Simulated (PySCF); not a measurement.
H6NSi2, multiplicity 2. Atoms are numbered in the order given.

```xyz
9

Si     1.5335    -0.0142    -0.5570
N      0.1899     0.2636     0.5219
Si    -1.5083    -0.0391     0.2497
H      1.1685    -1.1706    -1.4381
H      2.7561    -0.3364     0.2548
H      0.4082     0.8337     1.3366
H     -2.1345    -0.6117     1.4809
H     -1.6078    -1.0116    -0.8762
H     -2.2732     1.1968    -0.1097
```
Charge 0, spin multiplicity 2.

Geometry: PBE0-D3(BJ)/def2-SVP. The isomer is the one that the SMILES or the coordinates give; other isomers of the formula were not compared.

Calculation: PBE0-D3(BJ)/def2-SVP (PySCF).

Frequencies are harmonic and unscaled.

**Question.** Estimate the vibrational spectrum. (An estimate is asked for; the answer gives what the named calculation found.)

**Answer.** 
| mode | ν (cm⁻¹) | IR (km/mol) | moving atoms (share of kinetic energy) |
|---|---|---|---|
| 1 | 58 | 0.3 | H 80 %, N 16 % |
| 2 | 115 | 0.4 | H 79 %, N 15 % |
| 3 | 205 | 0.8 | Si 46 %, H 27 %, N 27 % |
| 4 | 418 | 57.2 | H 87 %, N 10 % |
| 5 | 606 | 3.3 | Si 46 %, H 39 %, N 15 % |
| 6 | 649 | 1.0 | H 90 %, Si 8 % |
| 7 | 710 | 60.1 | H 83 %, Si 9 %, N 8 % |
| 8 | 752 | 89.7 | H 83 %, Si 12 % |
| 9 | 818 | 70.1 | H 58 %, N 31 %, Si 11 % |
| 10 | 890 | 117.8 | H 95 % |
| 11 | 924 | 73.3 | H 95 % |
| 12 | 939 | 356.0 | H 39 %, N 36 %, Si 24 % |
| 13 | 956 | 63.1 | H 91 % |
| 14 | 991 | 86.8 | H 88 % |
| 15 | 1195 | 168.5 | H 67 %, N 30 % |
| 16 | 2160 | 123.1 | H 98 % |
| 17 | 2201 | 123.0 | H 96 % |
| 18 | 2211 | 145.4 | H 96 % |
| 19 | 2227 | 126.3 | H 98 % |
| 20 | 2254 | 91.1 | H 97 % |
| 21 | 3607 | 46.5 | H 93 % |
